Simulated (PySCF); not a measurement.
# How methods differ on the ionisation energy of Cd⁺

Cd⁺ [Kr] 4d10 5s1 [5s1/2^1, M_J = 1/2] → Cd²⁺ [Kr] 4d10, as a difference of total energies. Computed with PySCF 2.14 in x2c-SVPall-2c (6s9p6d1f, 70 functions), with the two-component X2C-1e Hamiltonian. Correlated levels: [Ar] 3d10 frozen; the 6 highest virtual spinors dropped. "Screened" scales the spin-orbit matrix elements by Boettger's factors to mimic the two-electron term; Breit and QED terms are absent.

| method | ionisation energy (eV) |
| --- | --- |
| GHF (spin-free) | 15.562 |
| GMP2 (spin-free) | 16.333 |
| GHF (screened spin-orbit) | 15.565 |
| GMP2 (screened spin-orbit) | 16.336 |

How much does correlation contribute at GMP2 (screened spin-orbit)?

16.336 − (15.565) = 0.771 eV, measured against GHF (screened spin-orbit).

Errors of the correlated levels include the incompleteness of this basis and the frozen core.

For comparison: 16.908 eV (measured; NIST Atomic Spectra Database, ionization energies).
